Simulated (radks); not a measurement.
Task: Excited configurations of Ce: one electron is placed in a higher orbital outside [Xe] 4f1 5d2. The ground configuration is [Xe] 4f1 5d1 6s2. Calculated with a radial shooting solver on a logarithmic mesh with Libxc functionals: scalar-relativistic Kohn-Sham, LDA (Slater exchange, Perdew-Wang correlation), spin-unpolarised, spherical densities, finite nucleus; Fermi nuclear charge, rms radius 4.8771 fm. Excitation = E - E(ground); binding = E(ion) - E, where the ion is the core of charge +1; n* = 1/sqrt(2 binding) in atomic units, and the quantum defect is n - n*.

outer orbital  excitation (eV)  binding (eV)     n*  quantum defect  eigenvalue (eV)  <r> (bohr)
6s                       0.922         5.581  1.561           4.439           -3.372       4.477
6p                       3.204         3.299  2.031           3.969           -1.686       6.069
6f                       5.856         0.648  4.584           1.416           -0.371       28.60
7s                       4.461         2.042  2.581           4.419           -1.223       10.70
7p                       4.977         1.526  2.986           4.014           -0.896       13.58

Estimate the row for 7f.

Result: excitation (eV) 6.032; binding (eV) 0.471; n* 5.376; quantum defect 1.624; eigenvalue (eV) -0.293; <r> (bohr) 42.84. The Delta-SCF ionisation energy is 6.503 eV (NIST Atomic Spectra Database: 5.539 eV, measured). Self-interaction in the functional shifts the binding energies and quantum defects, so they are the method's values and not measured ones. Spin polarisation and multiplet splitting are left out, so open shells lie too high by an amount that depends on their filling. Spin-orbit splitting is averaged out at the scalar-relativistic level.

Beside tabulated values, note that spin-unpolarised runs miss the spin-polarisation part of the exchange energy of open shells.
